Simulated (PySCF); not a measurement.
Pb(Br)2 cation (Br2Pb), SMILES [Br][Pb][Br] (connectivity only; charge and spin as stated), charge +1, multiplicity 2.

Geometry: PBE-D3(BJ)/def2-SVP. The multiplicity is an assumed one; other spin states were not compared. The isomer is the one that the SMILES or the coordinates give; other isomers of the formula were not compared. The def2 effective core potentials stand for the cores of Pb; spin–orbit coupling is left out.

All values below come from IEF-PCM-ωB97X/def2-SVP run with PySCF.

The values are the electrostatic part of the solvation free energy, E(continuum) − E(gas) at the gas-phase geometry, in a cavity of scaled van der Waals radii (PySCF's table); cavitation and dispersion terms are not included. A continuum can't describe solvent molecules that bind to the metal.

```csv
solvent,ε,ΔG(elec) (kcal/mol)
water,78.36,-67.3
ethanol,24.85,-65.1
n-hexane,1.88,-30.0
```
